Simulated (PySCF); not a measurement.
Correlation energy of C (carbon, neutral)

[He] 2s2 2p2, high-spin 3P determinant. Computed with PySCF 2.14 in Sapporo-DZP-2012 (4s3p1d, 18 functions), with the spin-free X2C one-electron Hamiltonian (Gaussian nucleus). Frozen: 1s2; 4 electrons correlated.

MP2 pair energies summed by pair of shells (mhartree):

```tsv
pair	energy	share (%)
2s-2p	-33.49	59.7
2s-2s	-16.48	29.4
2p-2p	-6.14	10.9
```

Total MP2 correlation energy: -56.11 mhartree.

Same-spin part -10.56 and opposite-spin part -45.55 mhartree; SCS-MP2 scales them by 1/3 and 6/5 to -58.18 mhartree.

```csv
level,correlation energy (mhartree)
CCSD,-78.40
(T),-1.09
CCSD(T),-79.49
```

Diagnostics: T1 = 0.0079, D1 = 0.0154, largest double amplitude 0.122.

Cost of the coupled-cluster step: 0.09 s of wall time on 1 thread of Neoverse-V2 (shared host), for 4 correlated electrons.
